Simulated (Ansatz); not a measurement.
In4N4⁺, relaxed as a doublet with UKS r2SCAN-D4/def2-SVP in Ansatz, starting from the GFN1-xTB geometry. Force threshold 0.03 eV/Å.

In the def2 sets In takes a core potential; there is no spin–orbit coupling. The structure comes from a short search, and lower isomers may exist.

Start:

```xyz
8

In    1.864   -0.794   -0.730
In    1.292   -0.476    2.428
In   -0.366    1.713    1.278
In   -0.926   -1.204   -1.853
N    -1.270   -0.422    0.453
N    -0.179   -0.962    0.606
N     0.387    1.026   -1.141
N    -0.803    1.118   -1.041
```

| step | energy (eV) | largest force component (eV/Å) | SCF passes |
| --- | --- | --- | --- |
| 1 | -26649.9575 | 2.417 | 32 |
| 2 | -26650.6818 | 1.913 | 38 |
| 3 | -26651.0146 | 0.337 | 42 |
| 4 | -26651.1514 | 0.851 | 43 |
| 5 | -26651.2539 | 0.366 | 40 |
| 6 | -26651.3250 | 0.609 | 39 |
| 7 | -26651.3401 | 0.472 | 36 |
| 8 | -26651.3639 | 0.184 | 35 |
| 9 | -26651.3754 | 0.507 | 35 |
| 10 (rejected) | -26651.3742 | 0.172 | 39 |
| 11 | -26651.3871 | 0.188 | 38 |
| 13 (rejected) | -26651.3887 | 0.385 | 42 |
| 15 | -26651.4071 | 0.186 | 39 |
| 17 (rejected) | -26651.4150 | 2.041 | 34 |
| 19 | -26651.4383 | 0.770 | 34 |
| 21 | -26651.4471 | 0.413 | 36 |
| 23 | -26651.4623 | 0.298 | 39 |
| 25 | -26651.4835 | 0.491 | 36 |
| 27 | -26651.5260 | 0.954 | 35 |
| 29 | -26651.5833 | 0.174 | 35 |
| 31 | -26651.6053 | 0.261 | 34 |
| 33 (rejected) | -26651.6024 | 1.157 | 35 |
| 35 | -26651.6150 | 0.067 | 29 |
| 37 | -26651.6170 | 0.072 | 31 |
| 39 | -26651.6172 | 0.023 | 29 |

Force components are those of the run's own axes.

End:

```xyz
8

In    1.403   -0.994   -0.262
In    1.633   -0.682    2.779
In    0.637    2.086    1.743
In    0.384   -1.749   -3.240
N    -1.868   -0.422    1.539
N    -1.085   -0.775    0.832
N    -0.493    0.836   -2.040
N    -0.609    1.701   -1.352
```

Bonds lost: In1–N6, In1–N7, In2–N6, In3–N5, In3–N8, In4–N5, In4–N8 (atoms count from 1). The end holds 2 separate pieces.

No frequencies were taken in this run, so the end may be a saddle point.

Hardware: 6 threads of Intel Xeon on a shared host. Wall time 6.6 min.
